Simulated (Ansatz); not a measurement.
Ansatz (a quantum-chemistry and plane-wave program) input file for C₃H₅BF₂, SMILES C=C(F)B(C)F, PBE-D3(BJ)/def2-SVP. 

Ansatz 0.2 input:
```yaml
crystal:
  periodic: [false, false, false]
  atoms:
    - {symbol: C, position_ang: [1.91313498, 0.44731953, 0.11288363]}
    - {symbol: C, position_ang: [0.69399304, 0.21953125, -0.38462087]}
    - {symbol: F, position_ang: [0.47885439, 0.36436506, -1.70419127]}
    - {symbol: B, position_ang: [-0.55504513, -0.21789665, 0.45773733]}
    - {symbol: C, position_ang: [-1.96869365, -0.43811388, -0.15740925]}
    - {symbol: F, position_ang: [-0.35591063, -0.36501661, 1.76752662]}
    - {symbol: H, position_ang: [2.74838055, 0.74922817, -0.52454909]}
    - {symbol: H, position_ang: [2.07895067, 0.32863117, 1.18465131]}
    - {symbol: H, position_ang: [-2.60102606, -1.09959651, 0.45163891]}
    - {symbol: H, position_ang: [-2.46999822, 0.54692075, -0.20209074]}
    - {symbol: H, position_ang: [-1.91818140, -0.80225771, -1.19347638]}
basis:
  gaussian:
    orbitals: def2-SVP
hamiltonian:
  xc: pbe
  dispersion: d3bj
relax: {f_tol: 0.002, max_steps: 200}
```

It prints:

```
WARN ansatz: RAYON_NUM_THREADS=2 ignored (pool sized by the plan → 2); use --threads N
Functional definition: PBE
integrals: 0.05 GiB planned
1214 factors; their error is unknown
mean field: 0.30 GiB planned
mean field evaluation 1: about -9275.6416 eV, gradient 6.6e1 eV
mean field evaluation 2: about -9264.2890 eV, gradient 8.7e1 eV
mean field evaluation 4: about -9286.1327 eV, gradient 7.4e0 eV
mean field evaluation 8: about -9286.2625 eV, gradient 2.9e-1 eV
mean field evaluation 16: about -9286.2040 eV, gradient 6.9e-4 eV
mean field -9286.20399703 eV, -341.2617024756 hartree, gradient 4.5e-5 eV, S^2 0.000000; 0 other end points of the search recorded, 0 dependent functions left out
the calculation of the forces begins
reference -9286.20402967 eV, -341.2617036754 hartree; 23, 23 occupied and 86, 86 virtual orbitals, 1214 factors
relax step   1: F+E_penalty+E_count = -9286.39631251 eV  Δ(F+E_penalty+E_count) = +0.000e0 eV  max|allowed force component| = 6.117e-1 eV/Å  Δτ_max = 0.0000 Å  (29 SCF iters, accepted)
these checks for a lower state are left out or cut short: starts, cluster_reference, orbital_swaps, neighbouring_geometries, increment
integrals: 0.05 GiB planned
1214 factors; their error is unknown
mean field: 0.30 GiB planned
mean field -9286.22222953 eV, -341.2623725079 hartree, gradient 2.0e-5 eV, S^2 0.000000; 0 other end points of the search recorded, 0 dependent functions left out
the calculation of the forces begins
reference -9286.22226232 eV, -341.2623737128 hartree; 23, 23 occupied and 86, 86 virtual orbitals, 1214 factors
relax step   2: F+E_penalty+E_count = -9286.41381495 eV  Δ(F+E_penalty+E_count) = -1.750e-2 eV  max|allowed force component| = 2.439e-1 eV/Å  Δτ_max = 0.0160 Å  (32 SCF iters, accepted)
these checks for a lower state are left out or cut short: starts, cluster_reference, orbital_swaps, neighbouring_geometries, increment
integrals: 0.05 GiB planned
1214 factors; their error is unknown
mean field: 0.30 GiB planned
mean field evaluation 32: about -9286.2247 eV, gradient 2.0e-5 eV
mean field -9286.22470246 eV, -341.2624633863 hartree, gradient 2.0e-5 eV, S^2 0.000000; 0 other end points of the search recorded, 0 dependent functions left out
the calculation of the forces begins
reference -9286.22473531 eV, -341.2624645936 hartree; 23, 23 occupied and 86, 86 virtual orbitals, 1214 factors
relax step   3: F+E_penalty+E_count = -9286.41597490 eV  Δ(F+E_penalty+E_count) = -2.160e-3 eV  max|allowed force component| = 7.266e-2 eV/Å  Δτ_max = 0.0070 Å  (33 SCF iters, accepted)
these checks for a lower state are left out or cut short: starts, cluster_reference, orbital_swaps, neighbouring_geometries, increment
integrals: 0.05 GiB planned
1214 factors; their error is unknown
mean field: 0.30 GiB planned
mean field -9286.22479934 eV, -341.2624669466 hartree, gradient 1.5e-5 eV, S^2 0.000000; 0 other end points of the search recorded, 0 dependent functions left out
the calculation of the forces begins
reference -9286.22483220 eV, -341.2624681540 hartree; 23, 23 occupied and 86, 86 virtual orbitals, 1214 factors
relax step   4: F+E_penalty+E_count = -9286.41605581 eV  Δ(F+E_penalty+E_count) = -8.091e-5 eV  max|allowed force component| = 7.729e-3 eV/Å  Δτ_max = 0.0024 Å  (24 SCF iters, accepted)
these checks for a lower state are left out or cut short: starts, cluster_reference, orbital_swaps, neighbouring_geometries, increment
integrals: 0.05 GiB planned
1214 factors; their error is unknown
mean field: 0.30 GiB planned
mean field -9286.22479703 eV, -341.2624668617 hartree, gradient 7.3e-6 eV, S^2 0.000000; 0 other end points of the search recorded, 0 dependent functions left out
the calculation of the forces begins
reference -9286.22482989 eV, -341.2624680692 hartree; 23, 23 occupied and 86, 86 virtual orbitals, 1214 factors
relax step   5: F+E_penalty+E_count = -9286.41606226 eV  Δ(F+E_penalty+E_count) = -6.447e-6 eV  max|allowed force component| = 3.080e-3 eV/Å  Δτ_max = 0.0011 Å  (23 SCF iters, accepted)
these checks for a lower state are left out or cut short: starts, cluster_reference, orbital_swaps, neighbouring_geometries, increment
integrals: 0.05 GiB planned
1214 factors; their error is unknown
mean field: 0.30 GiB planned
mean field -9286.22479810 eV, -341.2624669008 hartree, gradient 1.3e-5 eV, S^2 0.000000; 0 other end points of the search recorded, 0 dependent functions left out
the calculation of the forces begins
reference -9286.22483095 eV, -341.2624681083 hartree; 23, 23 occupied and 86, 86 virtual orbitals, 1214 factors
relax step   6: F+E_penalty+E_count = -9286.41606340 eV  Δ(F+E_penalty+E_count) = -1.135e-6 eV  max|allowed force component| = 1.391e-3 eV/Å  Δτ_max = 0.0007 Å  (22 SCF iters, accepted)
integrals: 0.05 GiB planned
1214 factors; their error is unknown
mean field: 0.30 GiB planned
mean field evaluation 64: about -9286.2248 eV, gradient 4.7e-2 eV
mean field -9286.22479810 eV, -341.2624669008 hartree, gradient 1.3e-5 eV, S^2 0.000000; 1 other end points of the search recorded, 0 dependent functions left out
the calculation of the forces begins
reference -9286.22483095 eV, -341.2624681083 hartree; 23, 23 occupied and 86, 86 virtual orbitals, 1214 factors
Total energy: -9286.41609625 eV, -341.2694969784 hartree
Atom 0 at     1.929113     0.451243     0.113314 Å, force    -0.000222     0.000640    -0.000538 eV/Å
Atom 1 at     0.695655     0.218539    -0.380301 Å, force    -0.000719     0.000700     0.001391 eV/Å
Atom 2 at     0.473789     0.362593    -1.714318 Å, force     0.001283    -0.000389    -0.000024 eV/Å
Atom 3 at    -0.558676    -0.220028     0.462908 Å, force     0.000012    -0.000908     0.000328 eV/Å
Atom 4 at    -1.976385    -0.440942    -0.158421 Å, force    -0.000180     0.000255    -0.000355 eV/Å
Atom 5 at    -0.362985    -0.369810     1.785694 Å, force     0.000035     0.000360    -0.000368 eV/Å
Atom 6 at     2.766961     0.754599    -0.533690 Å, force    -0.000151    -0.000070    -0.000250 eV/Å
Atom 7 at     2.102356     0.334984     1.192391 Å, force     0.000202    -0.000530    -0.000412 eV/Å
Atom 8 at    -2.619203    -1.106900     0.449384 Å, force     0.000020     0.000033    -0.000284 eV/Å
Atom 9 at    -2.482797     0.550958    -0.204792 Å, force    -0.000119    -0.000143     0.000141 eV/Å
Atom 10 at    -1.923369    -0.802121    -1.204067 Å, force    -0.000160     0.000053     0.000371 eV/Å
Dipole moment:    -0.003028     0.020983     0.021185 e Å
```

The run converged.
